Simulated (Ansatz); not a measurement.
Ansatz (a first-principles code) input for C3H4O2Si, SMILES O=C1C=C[SiH2]O1, PBE0/def2-SVPD. Geometry optimised at PBE0-D3(BJ)/def2-SVP. The structure was generated by enumeration, and PubChem lists no compound with its InChIKey, so it may never have been made.

Ansatz 0.2 input:
```yaml
crystal:
  periodic: [false, false, false]
  atoms:
    - {symbol: O, position_ang: [0.38137501, -2.28117823, -0.00000000]}
    - {symbol: C, position_ang: [0.12304621, -1.11489163, -0.00000000]}
    - {symbol: C, position_ang: [-1.25851394, -0.52861053, -0.00000000]}
    - {symbol: C, position_ang: [-1.34059479, 0.81102728, 0.00000000]}
    - {symbol: Si, position_ang: [0.42241970, 1.42636034, 0.00000000]}
    - {symbol: O, position_ang: [1.07493382, -0.14598679, 0.00000000]}
    - {symbol: H, position_ang: [-2.09967823, -1.22746275, -0.00000000]}
    - {symbol: H, position_ang: [-2.29314107, 1.34562002, 0.00000000]}
    - {symbol: H, position_ang: [0.84242404, 2.16248368, -1.22151720]}
    - {symbol: H, position_ang: [0.84242404, 2.16248367, 1.22151719]}
basis:
  gaussian:
    orbitals: def2-SVPD
hamiltonian:
  xc: {name: PBE0}
```

Program output:

```
WARN ansatz: RAYON_NUM_THREADS=1 ignored (pool sized by the plan → 1); use --threads N
Functional definition: PBE0
integrals: 0.09 GiB planned
1378 factors; their error is unknown
mean field: 0.82 GiB planned
mean field evaluation 1: about -15122.6179 eV, gradient 6.0e1 eV
mean field evaluation 2: about -15113.7809 eV, gradient 9.1e1 eV
mean field evaluation 4: about -15129.4884 eV, gradient 5.6e0 eV
mean field evaluation 8: about -15129.6003 eV, gradient 2.7e-1 eV
mean field evaluation 16: about -15129.6005 eV, gradient 1.3e-5 eV
mean field -15129.60047896 eV, -556.0025623901 hartree, gradient 1.3e-5 eV, S^2 0.000000; 0 other end points of the search recorded, 0 dependent functions left out
reference -15129.60051581 eV, -556.0025637446 hartree; 26, 26 occupied and 136, 136 virtual orbitals, 1378 factors
Total energy: -15129.60051581 eV, -556.0025637446 hartree
```

Self-consistency was reached.
